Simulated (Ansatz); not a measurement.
Computed with Ansatz on PBE0-D4/def2-TZVP structures; ΔE is electronic, products minus reactants. CCSD(T)/CBS adds triple-zeta CCSD(T) − MP2 to the extrapolated MP2 energy (def2 sets, frozen cores). For Ga, Ge outer-core shells are correlated without core-valence functions, which leaves a few kJ/mol of doubt a bond. Scalar relativity is left out up to krypton. Each species was taken in one conformer, which may not be the lowest.

Reaction (substitution at a C–Ge bond): `[CH3][Ge]([CH3])([F])[F]` + `[NH2][Ga]([NH2])[OH]` → `C[O][Ga]([NH2])[NH2]` + `[CH3][GeH]([F])[F]`

| species | HF/def2-TZVPP energy (Eh) |
| --- | --- |
| `[CH3][Ge]([CH3])([F])[F]` | -2353.70838 |
| `[NH2][Ga]([NH2])[OH]` | -2110.08451 |
| `C[O][Ga]([NH2])[NH2]` | -2149.11378 |
| `[CH3][GeH]([F])[F]` | -2314.64287 |

Task: Work out ΔE.

Result: ΔE = (-2149.11378) + (-2314.64287) − (-2353.70838) − (-2110.08451) = 0.03624 Eh = +95.1 kJ/mol. CCSD(T)/CBS gives +112.8 kJ/mol.

Task: What do rigid-rotor, harmonic-oscillator terms from PBE0-D4/def2-TZVP frequencies (298.15 K, 1 bar) make of the CCSD(T)/CBS value? (Best estimate.)

Result: Computed: ΔZPE = -1.6 kJ/mol, ΔH = +110.5 kJ/mol, ΔS = 13 J/(mol·K), ΔG = +106.5 kJ/mol. Modes under 50 cm⁻¹ make the entropy rough.

Largest T1 diagnostic among the species: 0.013.

Leaving LDA and LC-ωPBE aside and taking each functional with its dispersion term where it has one, the values, not all of them listed here, spread over 12.8 kJ/mol, from BLYP-D4 to PBE-QIDH. In def2-TZVPP, CCSD(T) changes the Hartree–Fock value by +14.4 kJ/mol (the triples alone add +0.9 kJ/mol) and MP2 by +21.8 kJ/mol. At CCSD(T), def2-SVP lies −25.6 kJ/mol from the extrapolated value and def2-TZVPP −3.2 kJ/mol.
